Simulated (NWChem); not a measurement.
A series in which one site is exchanged, each optimised at PBE0/def2-SVP with NWChem, gas phase unless a solvent is named. This build's default masses of Se (78.918 u) and Br (79.917 u) are each other's, which moves their modes by up to 0.6 %.

A: [ZnH][Br] (ZnHBr; site = Br)
B: [Cl][ZnH] (ZnHCl; site = Cl)
C: [F][ZnH] (ZnHF; site = F)
D: [ZnH2] (ZnH2; site = H)

```
quantity                                               A  B     C     D
--------------------------------------------------  ----  -  ----  ----
dipole (D), PBE0/def2-SVP                           1.78  ?  2.01  0.00
orbital gap (eV), PBE0/def2-SVP                     7.79  ?  9.19  8.92
highest harmonic frequency (cm⁻¹), PBE0/def2-SVP    1913  ?  1951  1856
static polarisability, PBE/def2-SVPD (bohr³)        50.0  ?  25.8  29.9
lowest singlet excitation, PBE/def2-SVPD, TDA (eV)  5.73  ?  6.97  5.53
```

Task: What belongs in the gaps?

Result: 
- dipole (D), PBE0/def2-SVP, B: 1.90
- orbital gap (eV), PBE0/def2-SVP, B: 8.29
- highest harmonic frequency (cm⁻¹), PBE0/def2-SVP, B: 1921
- static polarisability, PBE/def2-SVPD (bohr³), B: 41.0
- lowest singlet excitation, PBE/def2-SVPD, TDA (eV), B: 6.21
